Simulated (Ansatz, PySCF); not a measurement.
TiF2I2, SMILES [F][Ti]([F])([I])[I], multiplicity 1. Atoms are numbered in the order given.

```xyz
5

Ti     0.0000     0.0000     0.9574
F      0.0000     1.4109     1.9538
F      0.0000    -1.4109     1.9538
I      2.0828     0.0000    -0.5305
I     -2.0828     0.0000    -0.5305
```
Charge 0, spin multiplicity 1.

Coordinates come from a B3LYP-D3(BJ)/def2-SVP optimisation. The multiplicity is an assumed one; no other spin state was optimised. The structure was generated by enumeration; whether it is a known compound was not checked. The def2 effective core potentials stand for the cores of I; spin–orbit coupling is left out.

Vertical ionisation energy (IE) and electron affinity (EA) in eV. Rows of orbital energies are one-electron estimates. Where ΔSCF, EOM or ADC give a negative EA the extra electron is unbound and the value depends on the basis.

| level | IE | EA |
|---|---|---|
| −ε(HOMO), −ε(LUMO), PBE0/def2-TZVP (PySCF) | 8.07 | 3.74 |
| −ε(HOMO), −ε(LUMO), PBE/def2-TZVP (PySCF) | 6.98 | 4.42 |
| ΔSCF, PBE/def2-SVPD (Ansatz), final states of multiplicity 2 and 2 | … | … |

Problem. Fill in the missing entries. (An estimate is asked for; the answer gives what the named calculation found.)

Solution. 
- ΔSCF, PBE/def2-SVPD (Ansatz, a quantum-chemistry and plane-wave program), final states of multiplicity 2 and 2, IE: 9.61
- ΔSCF, PBE/def2-SVPD (Ansatz), final states of multiplicity 2 and 2, EA: 1.85

Problem. What vertical singlet–triplet gap does ΔSCF give with PBE/def2-SVPD (Ansatz)? (The exact figures need the calculation; the answer reports its results.)

Solution. 2.73 eV (triplet above singlet where positive).
